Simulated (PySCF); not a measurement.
SMILES C=C[SiH2]Br, CAM-B3LYP/def2-SVP optimised geometry.

```
9

Si    -0.29     0.51     0.00
Br     1.95     0.51     0.00
C     -0.93    -0.40    -1.49
C     -1.68    -1.50    -1.39
H     -0.75    -0.17     1.24
H     -0.70     1.93     0.00
H     -0.68    -0.02    -2.49
H     -2.06    -2.02    -2.27
H     -1.95    -1.93    -0.42
```

Density from CAM-B3LYP/def2-TZVP (PySCF) at that geometry.

Minimum of the electron density along straight lines between bonded atoms, close to the bond critical point (lines longer than 1.1 times the sum of covalent radii, or with two minima, are not listed):

```tsv
bond	length / Å	ρ at the minimum / e bohr⁻³	∇²ρ there / e bohr⁻⁵	position (fraction from the first atom)
Si1–Br2	2.238	0.087	0.07	0.35
Si1–C3	1.858	0.127	0.19	0.39
C3–C4	1.335	0.350	-1.07	0.49
Si1–H5	1.485	0.125	0.14	0.49
Si1–H6	1.485	0.125	0.13	0.49
C3–H7	1.097	0.275	-0.95	0.65
C4–H8	1.095	0.280	-0.99	0.65
C4–H9	1.095	0.280	-0.99	0.65
```
